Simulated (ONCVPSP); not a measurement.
Scattering properties, ONCV potential for Er

Er, optimised norm-conserving Vanderbilt (ONCV), made with ONCVPSP 4.0.1 (PBE, scalar-relativistic). Core [Kr] 4d10 5s2, reference 4f12 5p6 5d1 6s1. Waves: 6s: rc 3.55 bohr, ncon 4, nbas 8, qcut 2 1/bohr, 2 projectors, debl 0.3 Ha; 5p: rc 2.50 bohr, ncon 4, nbas 7, qcut 7 1/bohr, 2 projectors, debl 3.1 Ha; 5d: rc 4.00 bohr, ncon 4, nbas 8, qcut 4.2 1/bohr, 2 projectors, debl 2 Ha; 4f: rc 1.05 bohr, ncon 4, nbas 8, qcut 14 1/bohr, 2 projectors, debl 0.9 Ha. Local part: polynomial inside 0.65 bohr (lpopt 5, dvloc0 1 Ha). Core correction: polynomial model core, fcfact 0.65.

The phase is arctan(r·R′/R) of the radial function R(r), unwrapped; energies in Ha, scanned from -2 to 5 Ha. A pole is an energy at which the radial function vanishes at the test radius. The pseudo phase is shifted by a multiple of π to meet the all-electron one at the reference energy, and phase errors are pseudo minus all-electron; the curves can meet again beyond the range given. Levels narrower than the energy grid can be missing from the lists of poles. Where the grid stepped over a known ghost or core level, its pole and its step of π were put in at the level’s energy.

```csv
channel,radius (bohr),reference energy (Ha),"poles, all-electron","poles, pseudo",unbroken range about the reference energy with phases within 0.05 rad,phase error 1 Ha above the reference energy (rad)
s,3.60,-0.14,"-1.89, 0.41, 2.75","0.41, 1.58, 3.27",-1.9 to 1.0,-0.012
p,2.54,-0.95,"-0.80, 2.89","-0.80, 2.88",below 4.7,-0.001
d,4.06,-0.03,"0.10, 1.26, 3.27","-1.69, 0.10, 1.29, 3.46",-1.7 to 0.3,+0.015
f,1.07,-0.10,1.19,1.19,the whole range,-0.000
```

Note: ghosts flagged at negative energy: s at -1002.4 eV, s at -215.9 eV, p at -221.4 eV, d at -46.0 eV; GHOST(+) flagged for s at 42.4 eV. A true bound ghost makes a file unfit for plane-wave use.

Phases in the s channel:

| E (Ha) | all-electron | pseudo |
| --- | --- | --- |
| -1.98 | 4.529 | 1.394 |
| -1.80 | 1.388 | 1.382 |
| -1.62 | 1.369 | 1.367 |
| -1.44 | 1.349 | 1.348 |
| -1.26 | 1.325 | 1.323 |
| -1.08 | 1.290 | 1.290 |
| -0.90 | 1.240 | 1.239 |
| -0.72 | 1.155 | 1.154 |
| -0.54 | 0.981 | 0.981 |
| -0.36 | 0.485 | 0.484 |
| -0.18 | -0.680 | -0.680 |
| 0.00 | -1.246 | -1.246 |
| 0.18 | -1.444 | -1.444 |
| 0.36 | -1.549 | -1.549 |
| 0.54 | -1.626 | -1.627 |
| 0.72 | -1.702 | -1.705 |
| 0.90 | -1.803 | -1.820 |
| 1.08 | -1.998 | -2.117 |
| 1.26 | -2.635 | -3.734 |
| 1.44 | -3.934 | -4.520 |
| 1.62 | -4.358 | -4.759 |
| 1.80 | -4.503 | -5.207 |
| 1.98 | -4.576 | -7.202 |
| 2.16 | -4.623 | -7.589 |
| 2.34 | -4.656 | -7.694 |
| 2.52 | -4.683 | -7.748 |
| 2.70 | -4.706 | -7.783 |
| 2.88 | -4.728 | -7.810 |
| 3.06 | -4.750 | -7.831 |
| 3.24 | -4.775 | -7.851 |
| 3.42 | -4.805 | -7.869 |
| 3.60 | -4.847 | -7.888 |
| 3.78 | -4.913 | -7.909 |
| 3.96 | -5.051 | -7.934 |
| 4.14 | -5.509 | -7.967 |
| 4.32 | -6.969 | -8.016 |
| 4.50 | -7.493 | -8.105 |
| 4.68 | -7.640 | -8.333 |
| 4.86 | -7.708 | -9.357 |
